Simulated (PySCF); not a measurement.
**How methods differ on the interval between two levels of Zn³⁺**

Zn³⁺ [Ar] 3d9 [2D5/2, M_J = 5/2] → Zn³⁺ [Ar] 3d8 4s1 [4F9/2, M_J = 9/2], as a difference of total energies. Computed with PySCF 2.14 in x2c-TZVPall-2c with one added diffuse shell each of s, p, d type (7s8p5d1f, 63 functions), with the two-component X2C-1e Hamiltonian. Correlated levels: [Ne] frozen; the 6 highest virtual spinors dropped. "Screened" scales the spin-orbit matrix elements by Boettger's factors to mimic the two-electron term; Breit and QED terms are absent.

| method | interval between two levels (cm⁻¹) |
| --- | --- |
| GHF (spin-free) | 120950 |
| GMP2 (spin-free) | 134510 |
| GHF (screened spin-orbit) | 120200 |
| GMP2 (screened spin-orbit) | 133750 |

The labels give the starting determinants; with spin-orbit coupling the two ends relaxed to ⟨J²⟩ = 8.75, ⟨L²⟩ = 6.00, ⟨S²⟩ = 0.75 and ⟨J²⟩ = 24.75, ⟨L²⟩ = 12.01, ⟨S²⟩ = 3.75.
